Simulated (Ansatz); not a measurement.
This geometry of C$_{3}$H$_{9}$NSi (14 atoms, charge 0, multiplicity 1) is a first-order saddle point.

Computed with Ansatz 0.2.0, RKS PBE0-D4/6-31G.

```xyz
14
Properties=species:S:1:pos:R:3
C -1.679 0.775 -0.635
C -0.425 -0.079 -0.593
Si -0.176 -1.674 0.431
N 0.426 0.010 0.621
C 1.749 0.602 0.575
H -1.786 1.275 -1.605
H -1.610 1.540 0.144
H -2.594 0.201 -0.457
H 0.141 -0.096 -1.536
H 0.742 -2.722 -0.132
H -1.106 -2.174 1.488
H 2.362 0.254 -0.276
H 1.663 1.693 0.503
H 2.282 0.367 1.501
```

(1) Which two structures does it join? (They come from a converged band through this point; their orientation in space is the band's.)

(2) How far does it lie above each of them?

Answers

(1) No bond is made or broken. The dihedral H8–C1–C2–Si3 goes from -90 to 31°. The two ends are copies of one structure, up to a mirror image or an exchange of like atoms.

Initial state:

```xyz
14
Properties=species:S:1:pos:R:3
C -1.756 0.639 -0.551
C -0.497 -0.187 -0.505
Si -0.102 -1.535 0.790
N 0.497 0.149 0.542
C 1.801 0.685 0.199
H -1.555 1.626 -0.989
H -2.149 0.797 0.457
H -2.526 0.148 -1.155
H -0.065 -0.401 -1.493
H 0.759 -2.680 0.338
H -0.872 -1.794 2.043
H 2.304 0.142 -0.621
H 1.700 1.733 -0.105
H 2.448 0.651 1.080
```

Final state:

```xyz
14
Properties=species:S:1:pos:R:3
C -1.653 0.791 -0.656
C -0.410 -0.057 -0.605
Si -0.208 -1.671 0.397
N 0.407 0.009 0.631
C 1.741 0.578 0.626
H -2.311 0.473 -1.473
H -1.396 1.847 -0.817
H -2.206 0.724 0.285
H 0.173 -0.056 -1.538
H 0.717 -2.712 -0.165
H -1.160 -2.182 1.429
H 2.372 0.227 -0.211
H 1.676 1.672 0.562
H 2.244 0.325 1.564
```

(2) 2.5 kcal/mol above the first and 2.5 kcal/mol above the second. This is the barrier of this one path; another mechanism may lie lower. Limits of this set-up: no polarisation functions.

Run time: 3.2 min on 1 thread of Arm Neoverse V1, with other jobs on the host, peak memory 0.16 GiB.
